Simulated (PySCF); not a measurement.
**Ruthenium: a sound run and one with changed settings**

Sound run: Ru [Kr] 4d7 5s1, Ru+ [Kr] 4d7. Calculation: PySCF 2.14, in cc-pVDZ-PP with ECP28MDF (4s4p3d1f, 38 functions); scalar relativity through the core potential. In the sound run the correlated levels freeze 4s2 4p6 outside the core potential. The sound run starts from symmetry-adapted Hartree-Fock orbitals and uses a fine grid where one is needed.

Changed run: all electrons correlated in a basis built for the valence shell.

| species | method | sound run (hartree) | changed run (hartree) | converged |
| --- | --- | --- | --- | --- |
| Ru | MP2 | -93.94843 | -94.13745 | yes |
| Ru+ | MP2 | -93.69354 | -93.87360 | yes |

Ionisation energy of Ru:

```
 method  sound run (eV)  changed run (eV)
    UHF           6.296             6.296
    MP2           6.936             7.180
SCS-MP2           6.735             6.958
```

A valence basis has no tight correlating functions, so it recovers only part of the core correlation, and not evenly between atom and ion.

For comparison, NIST gives 7.361 eV between the lowest levels.
